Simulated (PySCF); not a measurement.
Where the electron goes

Compound: sulfur hexafluoride, SF6.
Geometry (GFN2-xTB, Å), atoms numbered from 1 in this order:
```xyz
7
SF6 angstrom
F     -0.3886   -1.1075   -0.9474
S      0.0006    0.0007    0.1246
F      1.5402   -0.2235   -0.2042
F      0.0788   -1.1178    1.2529
F     -0.0777    1.1195   -1.0030
F      0.3895    1.1095    1.1967
F     -1.5395    0.2241    0.4530
```

Level of theory: PySCF, TDDFT CAM-B3LYP/def2-SVPD, vertical, gas phase, core orbitals frozen in the response.

Frontier orbitals with the atoms that hold most of them (Löwdin shares over 4%, at most four atoms; ? is withheld):

```csv
orbital,ε (eV),atoms
LUMO+2,1.66,"S2 70%, F1 6%, F6 6%, F7 6%"
LUMO+1,1.49,"S2 47%, F3 9%, F1 9%, F5 9%"
LUMO,?,?
HOMO,-14.26,"F5 25%, F4 25%, F6 22%, F1 22%"
HOMO-1,-14.26,"F4 24%, F5 24%, F7 22%, F3 22%"
HOMO-2,-14.27,"F7 25%, F3 25%, F1 24%, F6 24%"
HOMO-3,-15.35,"F4 24%, F5 24%, F1 15%, F6 15%"
```

Question: Give the leading atoms of the LUMO.

Answer: S2 (bonded to 6 F) 26%; F6 (bonded to S) 12%; F4 (bonded to S) 12%; F7 (bonded to S) 12%. By element: fluorine 37% or more, sulfur 26%.

Question: What is the LUMO energy, and the HOMO–LUMO gap?

Answer: ε(LUMO) = -1.37 eV; the gap is 12.90 eV (0.4739 hartree).

Within 0.005 eV of a neighbour in this list lie HOMO-2/HOMO-1/HOMO (point group found: Oh); within a degenerate set the shares of single atoms can hang on how the components are chosen.

Question: How does S1 compare with the orbital gap of 12.90 eV?

Answer: S1 is at 8.36 eV (f = 0.0000), 4.53 eV below the gap, made of HOMO-2/HOMO-1/HOMO→LUMO (≥93%). S1/S2/S3 lie within about 0.01 eV of each other. Without the coupling terms of the response equations the lowest excitation would equal the gap.

Next come S2 at 8.36 eV (f 0.0000), HOMO-2/HOMO-1/HOMO→LUMO (≥93%); S3 at 8.36 eV (f 0.0000), HOMO-2/HOMO-1/HOMO→LUMO (≥96%); S4 at 9.41 eV (f 0.0000), HOMO-3→LUMO (95%); S5 at 9.41 eV (f 0.0000), HOMO-4→LUMO (95%).

Orbitals of the list HOMO-3 to LUMO+2 that lie within 0.01 eV of each other are written together with a slash and their weights summed (≥ marks a lower bound); for degenerate orbitals outside that list single weights are arbitrary.
